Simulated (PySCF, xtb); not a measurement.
C₂H₆F₂Si, SMILES C[Si@H](F)CF. Other conformers were not sampled.

Harmonic wavenumbers (cm⁻¹) from GFN2-xTB (xtb) at its own minimum, in rising order: 32, 104, 142, 186, 214, 299, 604, 630, 683, 736, 757, 803, 835, 858, 1028, 1207, 1287, 1376, 1440, 1470, 1477, 2351, 2948, 2960, 3028, 3049, 3053.

What does ωB97X-D3(BJ)/def2-SVP in PySCF 2.14.0 give at its own minimum? (An estimate is asked for; the answer gives what the named calculation found.)

81, 135, 147, 220, 257, 326, 625, 676, 718, 774, 796, 856, 895, 956, 1101, 1251, 1292, 1335, 1437, 1442, 1460, 2289, 3051, 3069, 3111, 3169, 3176. Paired by order, the mean absolute difference is 52 cm⁻¹ and the zero-point energies are 48.0 and 49.5 kcal/mol.
